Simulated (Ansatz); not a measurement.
System: CH₃Cd, net charge 0, doublet state. The spin state was set by rule; other spins were not relaxed. 
Coordinates optimised at B3LYP-D3(BJ)/def2-TZVP (Ansatz, an electronic-structure program):
```xyz
5

Cd    -0.2672    -0.1624    -0.2208
C      1.3565     0.8246     1.1208
H      1.8611     0.0049     1.6242
H      0.8183     1.4743     1.8051
H      2.0072     1.3699     0.4431
```
Charge 0, spin multiplicity 2.

Basis-set convergence of Hartree-Fock and CCSD(T) correlation energies (hartree) with Ansatz. Correlated levels leave the core frozen unless marked. Open shells are spin-unrestricted. No spin-orbit coupling. The frozen core is the preceding noble-gas configuration, with the filled d and f shells of earlier blocks. Past Kr the def2 sets carry scalar-relativistic core potentials.

```
basis       functions       E(HF)  E(corr, CCSD(T))
----------  ---------  ----------  ----------------
def2-SVP           60  -206.37651          -0.44108
def2-TZVPP        129           ?                 ?
```

### Question
Some entries are withheld; supply them.

### Answer

- def2-TZVPP, E(HF): -206.45995
- def2-TZVPP, E(corr, CCSD(T)): -0.62655
